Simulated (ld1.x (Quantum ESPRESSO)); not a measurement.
What one change does to a pseudopotential (Cr, PAW)

chromium (Cr), PAW, made with ld1.x (Quantum ESPRESSO) 7.5 (BLYP, scalar-relativistic). Core [Ar], reference 3d5 4s1 4p0. Waves: 4s (bound): rcut 2.40, rcutus 3.10 bohr; 4s channel at 0.65 Ry: rcut 2.40, rcutus 3.10 bohr; 4p (bound, empty): rcut 2.95, rcutus 3.55 bohr; 4p channel at 2.6 Ry: rcut 2.95, rcutus 3.55 bohr; 3d (bound): rcut 1.00, rcutus 1.30 bohr; 3d channel at 0.15 Ry: rcut 1.00, rcutus 1.30 bohr. Local part: all-electron potential smoothed inside 3.55 bohr (lloc = -1). Core correction: Bessel-smoothed model core, default radius (core density twice the valence density). Augmentation charge: GAUSS, radius 1.15 bohr.

Change: all radii but the core radius scaled by about 1.26 (s 3.90, p 4.48, d 1.64 bohr, rcut 3.02/3.72/1.26); local potential all-electron potential smoothed inside 4.48 bohr (lloc = -1); augmentation GAUSS, radius 1.44 bohr.

Cutoffs: the cutoffs (Ry, on a coarse ladder) from which the occupation-weighted sum of valence levels, in a spherical-Bessel basis at the reference potential, stays within 10 and 1 mRy of its value at 400 Ry; they do not see the model core or the augmentation charge, which bear on the density cutoff. Errors are all-electron minus pseudo energies relative to the spin-unpolarised reference configuration.

**Question.** Predict the effect on cutoff, ghosts and configuration errors.

**Answer.** The potential gets softer (60 Ry and 100 Ry → 40 Ry and 60 Ry); the number of tests that count goes from 7 to 6; of the 6 tests that both files solve, the error grows in 5 and shrinks in 0 by more than 15 % and 0.3 meV (median size 73.8 → 124.4 meV); neither file shows a bound ghost at the reference potential, the only one tested. A larger radius leaves more room for a smooth pseudo-wave, so fewer plane waves are needed. More of the atom is replaced by a form fitted at one configuration, so other configurations suffer.

```csv
quantity,base,changed
"cutoff, loose",60 Ry,40 Ry
"cutoff, tight",100 Ry,60 Ry
loose cutoff by channel (10 mRy a level),"s 6 Ry, d 50 Ry","s 6 Ry, d 35 Ry"
bound ghosts,none,none
"tests counted (converged, no solver errors)",7 of 7,6 of 7
"error for 3d5 4s0 4p0, meV [ΔE 6.97 eV]",-6.9,-7.6
"error for 3d4 4s0 4p0, meV [ΔE 23.06 eV]",-105,-171
"error for 3d3 4s0 4p0, meV [ΔE 53.81 eV]",-973,-1431
"error for 3d5 4s0.5 4p0, meV [ΔE 2.71 eV]",-1.6,-2.1
"error for 3d4 4s1 4p1, meV [ΔE 3.50 eV]",-74,-126
"error for 3d4 4s1 4p0, meV [ΔE 7.93 eV]",-74,-123
lowest overlap eigenvalue by channel,"s 0.42, p 0.59, d 1.00","s 0.20, p 0.09, d 1.00"
```

Changed file: Tests not counted: 3d6 4s0 4p0 (solver errors, printed error -275 eV).
